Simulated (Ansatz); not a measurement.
Reaction (cleavage of the Si–Si bond): `CO[SiH](N)[SiH3]` + `O[SiH](Cl)Cl` → `[SiH3]O[SiH](Cl)Cl` + `CO[SiH2]N`

Computed with Ansatz on PBE0-D4/def2-TZVP structures; ΔE is electronic, products minus reactants. CBS: MP2 limit from def2 TZ/QZ plus the TZ coupled-cluster correction, frozen cores. This one scheme is used for every species. Functionals use def2-TZVPP. B3LYP here is the variant with VWN-RPA as its local correlation; programs differ in this. One conformer a species, not always the lowest.

Task: Is it downhill or uphill in electronic energy at CCSD(T)/CBS, and by how much? (Estimate.)

Result: Ansatz gave: Downhill: ΔE = -111.9 kJ/mol.

Task: What do these levels give: PBE-D4, B3LYP-D4, B2PLYP, r2SCAN, B3LYP, HF/def2-TZVPP, MP2/def2-TZVPP, HF/def2-QZVPP, SCS-MP2/def2-QZVPP, HF/CBS(def2), MP2/CBS(def2), CCSD/CBS(def2)? (Best estimate.)

Result: The calculation gave: PBE-D4 -80.9, B3LYP-D4 -110.2, B2PLYP -116.2, r2SCAN -102.1, B3LYP -111.8, HF/def2-TZVPP -142.5, MP2/def2-TZVPP -119.3, HF/def2-QZVPP -145.6, SCS-MP2/def2-QZVPP -126.0, HF/CBS(def2) -146.0, MP2/CBS(def2) -119.7, CCSD/CBS(def2) -116.5 kJ/mol.

Largest T1 diagnostic among the species: 0.012.

In def2-TZVPP, CCSD(T) changes the Hartree–Fock value by +31.0 kJ/mol (the triples alone add +4.6 kJ/mol) and MP2 by +23.2 kJ/mol. From PBE to PBE0 (25 % exact exchange), in def2-TZVPP and without D4, ΔE moves by −10.4 kJ/mol.
